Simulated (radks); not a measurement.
Values are calculated unless marked as measured or tabulated.
Effect of the nuclear size on the bromine ion Br+, [Ar] 3d10 4s2 4p4. Code: a radial shooting solver on a logarithmic mesh with Libxc functionals. Model: Dirac Kohn-Sham, relativistic LDA (MacDonald-Vosko exchange, VWN5 correlation), spin-unpolarised, spherical densities, finite nucleus; open shells fill j = l - 1/2 first; Fermi nuclear charge, rms radius 4.1629 fm. The rms radius is varied about that value; shifts are against it.

rms radius (fm)  total energy shift (eV)  density at nucleus (e/bohr^3)  1s1/2 shift (meV)  2s1/2 shift (meV)  3p1/2 shift (meV)  4s1/2 shift (meV)
3.3345                            -0.193                      4.467e+04              -81.5              -8.18              0.127             -0.138
3.8007                           -0.0892                      4.423e+04              -37.7              -3.78              0.059             -0.064
4.1629                                 0                      4.393e+04              0.000              0.000              0.000              0.000
4.5459                             0.102                      4.363e+04               43.3               4.35             -0.067              0.073
4.6833                             0.141                      4.354e+04               59.7               5.99             -0.093              0.101

Slopes of the eigenvalues against <r^2> in GHz/fm^2, as finite differences over the two radii next to the reference (eigenvalue slopes, not the field-shift constants of lines): 1s1/2 3150, 2s1/2 316, 3p1/2 -4.90, 4s1/2 5.34.
